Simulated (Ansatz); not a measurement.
Mulliken charges of C₂H₅GeO, SMILES `[CH]=[CH][GeH2][OH]` radical from ωB97M-V/def2-TZVPP in Ansatz (PBE0-D4/def2-TZVP geometry).

| atom | x (Å) | y (Å) | z (Å) | charge (e) |
| --- | --- | --- | --- | --- |
| C1 | -0.193 | 1.242 | -1.489 | -0.140 |
| C2 | 0.317 | 0.917 | -0.339 | -0.282 |
| Ge3 | 0.317 | -0.934 | 0.274 | 0.408 |
| O4 | -0.629 | -1.054 | 1.783 | -0.427 |
| H5 | -0.358 | 2.113 | -2.108 | 0.139 |
| H6 | 0.753 | 1.670 | 0.326 | 0.125 |
| H7 | 1.719 | -1.391 | 0.697 | 0.015 |
| H8 | -0.295 | -1.824 | -0.822 | 0.001 |
| H9 | -1.542 | -0.785 | 1.660 | 0.161 |

By hand: the dipole of these point charges (1 e Å = 4.8032 D).

Σ q r = (0.157, -0.010, -0.321) e Å, of length 0.357 e Å = 1.71 D.

How does the dipole of the full density compare? (Estimate.)

The calculation gave: (-0.077, 0.272, -0.225) e Å, 1.74 D; the point charges give 0.98 times that, at 64° from its direction.

Point charges leave out the atoms' own dipoles, such as those of lone pairs, and Mulliken's split depends on the basis, so the two needn't agree.
